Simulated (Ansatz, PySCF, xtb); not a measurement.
Pulling on the B1–H2 bond in BH3Se (SMILES B[SeH]) (multiplicity 1 held, fragments rigid). Energies count from the point at 1.186 Å.
Geometry at that point (charge 0, multiplicity 1):
```xyz
5

B      0.45012    -0.03983    -1.50253
H     -0.28917    -0.55999    -2.27043
H      1.48655     0.43721    -1.81940
Se    -0.13171    -0.01088     0.31516
H      1.03018     0.69172     0.88710
```

R- and RO- levels are restricted; in cc, def2 and unpolarised 6-31G sets they are followed outwards from rest. U- levels take the lowest unrestricted solution at each point, which mixes spins at long bonds. Levels need not reach the same state.

Cores are frozen in the correlated methods. Filled d and f shells under p-block atoms count as core. Rows in 3-21G carry no dispersion term and start afresh at each structure; the Pople sets are all-electron and without relativity.

The values were computed with Ansatz (Gaussian basis) for Hartree–Fock, density functionals and correlated methods; PySCF for 3-21G rows; xtb for the GFN methods. Each number belongs to the level named beside it. The GFN methods have no spin term and hold the electronic entropy of 300 K.

One of these levels gives 125.94 kcal/mol for the energy at R = 3.795 Å. Which?
(A) GFN2-xTB
(B) R-MP2/cc-pVTZ
(C) R-HF/3-21G
(D) U-PBE/cc-pVTZ

A, GFN2-xTB. The others give 189.05 (R-HF/3-21G), 106.16 (U-PBE/cc-pVTZ), 144.39 (R-MP2/cc-pVTZ)

Doubts at one or more of the structures used: a restricted determinant that unrestricted orbitals would lower (R-HF/3-21G, R-MP2/cc-pVTZ); a spin-contaminated determinant (U-PBE/cc-pVTZ).

Ansatz is a first-principles code.
